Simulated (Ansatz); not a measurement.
Energy profile

The step: Si₂NH₇S ([NH2][SiH]([SiH3])[SH]) → Si₂H₄S ([SiH3][SiH][S]) + NH₃ (still joined by a long Si–N bond); bonds formed: N2–H4; bonds broken: S3–H4; bonds weakened to dative contacts: Si1–N2 (atoms numbered as in the saddle structure below).

Si1  (-0.338, 0.281, -0.702)
N2  (1.341, 0.937, -0.330)
S3  (0.420, -0.742, -2.328)
H4  (1.478, 0.200, -1.440)
H5  (-1.183, 1.488, -0.936)
Si6  (-1.137, -0.957, 1.118)
H7  (1.492, 1.937, -0.400)
H8  (1.832, 0.570, 0.477)
H9  (-0.051, -1.855, 1.597)
H10  (-2.300, -1.781, 0.697)
H11  (-1.554, -0.077, 2.246)
(Å)

Electronic energies by CCSD(T) at an estimated basis limit (MP2 extrapolated from triple and quadruple zeta, plus CCSD(T) − MP2 in triple zeta), on PBE0-D4/def2-TZVP structures; Si2NH7S, closed shell; no counterpoise correction. Program: Ansatz 0.2.0. Basis: def2-TZVPP and def2-QZVPP. Cores are frozen in the correlated methods. Extrapolation: Hartree–Fock as exp(−7.88 √X), correlation as X^−2.97.

Task: Give the profile in kcal/mol, counted from the start structure. (Judge from chemistry; the value comes from the calculation.)

Result: By the calculation:
```csv
point,kcal/mol
start structure,0.00
saddle,28.01
end structure,11.30
"separated: Si2H4S (linked as [SiH3][SiH][S]; Si1, S3, H5, Si6, H9, H10, H11; singlet) + NH3 (N2, H4, H7, H8; singlet)",37.54
```

T1 diagnostic: at most 0.018.

For scale, one of the runs: CCSD(T)/def2-TZVPP, 255 basis functions, launched by `ansatz run in.yaml --threads 4 --pin off --events-out ev --progress --plain --max-ram 9574MiB`. Time: 100 s of wall clock on 4 CPU threads of an Arm Neoverse V2; the host was shared. Peak host memory: 5.1 GiB.
